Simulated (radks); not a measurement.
Problem. The mean radii <r> (bohr) of the occupied orbitals of an atom or ion are listed with their occupations. Calculated with a radial shooting solver on a logarithmic mesh with Libxc functionals: Dirac Kohn-Sham, LDA (Slater exchange, VWN5 correlation), spin-unpolarised, spherical densities, point nucleus.

orbital      occ.      <r>
1s1/2           2  0.04706
2s1/2           2   0.2102
2p1/2           2   0.1814
2p3/2           4   0.1850
3s1/2           2   0.6252
3p1/2           2   0.6401
3p3/2           4   0.6509
3d3/2           4   0.7256
3d5/2           6   0.7306
4p1/2    0.666667    2.294
4p3/2     1.33333    2.328
5p1/2    0.666667    6.673
5p3/2     1.33333    6.742

Name the element and its charge. Open shells, if any, are shared by 2j + 1.

Solution. Z = 32, germanium, charge 0: Ge in [Ar] 3d10 4p2 5p2. The 1s radius gives Z: for a bare nucleus <r> = (2 gamma + 1)/(2Z) with gamma = sqrt(1 - (Z/c)^2), 0.04601 bohr for Z = 32, and screening makes it slightly larger (0.04706 here). The occupations add up to 32, and the charge is Z minus that.
